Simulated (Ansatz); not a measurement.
Frontier orbitals of FH6O2ScSi2, SMILES `[F][Sc]([O][SiH3])[O][SiH3]`.

```xyz
12

F    -2.813    1.508   -0.126
Sc   -1.186    0.636   -0.058
O     0.327    1.520    0.634
Si    1.667    2.240    1.227
O    -1.042   -1.138   -0.675
Si   -0.853   -2.676   -1.190
H     2.090    1.573    2.488
H     1.405    3.676    1.513
H     2.779    2.147    0.242
H     0.290   -2.763   -2.139
H    -2.081   -3.149   -1.882
H    -0.582   -3.572   -0.033
```

The species carries charge 0 and has multiplicity 1. Correlated methods include outer-core shells of Sc, which these sets cover unevenly. Scalar relativity is left out up to krypton. The geometry is a stationary point of PBE0-D4/def2-TZVP. It is one conformer, not always the lowest. Basis def2-TZVPP, Ansatz 0.2.0.

A caution on the coupled-cluster cation, which keeps the state that its UHF reference found: large T1 diagnostic of the cation.

```csv
functional,HOMO (eV),LUMO (eV)
LDA (SPW92),-7.33,-3.41
```

Q: Give HOMO and LUMO (eV) with PBE, revPBE, BLYP, r2SCAN, B97M-V, PBE0, B3LYP, r2SCANh, r2SCAN0, HSE06 (plane-wave form), BHLYP, CAM-B3LYP, LC-ωPBE, ωB97X-V, ωB97M-V, HF. (Estimate.)

A: Ansatz gave: 
| functional | HOMO | LUMO |
| --- | --- | --- |
| PBE | -7.21 | -3.20 |
| revPBE | -7.16 | -3.07 |
| BLYP | -7.13 | -3.23 |
| r2SCAN | -7.56 | -2.86 |
| B97M-V | -7.67 | -3.10 |
| PBE0 | -8.64 | -2.28 |
| B3LYP | -8.44 | -2.67 |
| r2SCANh | -8.09 | -2.53 |
| r2SCAN0 | -8.88 | -2.05 |
| HSE06 (plane-wave form) | -8.24 | -2.65 |
| BHLYP | -10.02 | -1.60 |
| CAM-B3LYP | -10.07 | -1.48 |
| LC-ωPBE | -11.40 | -0.14 |
| ωB97X-V | -11.07 | -0.35 |
| ωB97M-V | -10.94 | -0.77 |
| HF | -12.17 | 0.39 |

B3LYP here is the variant with VWN-RPA as its local correlation; programs differ in this. LC-ωPBE has ω = 0.4 bohr⁻¹.
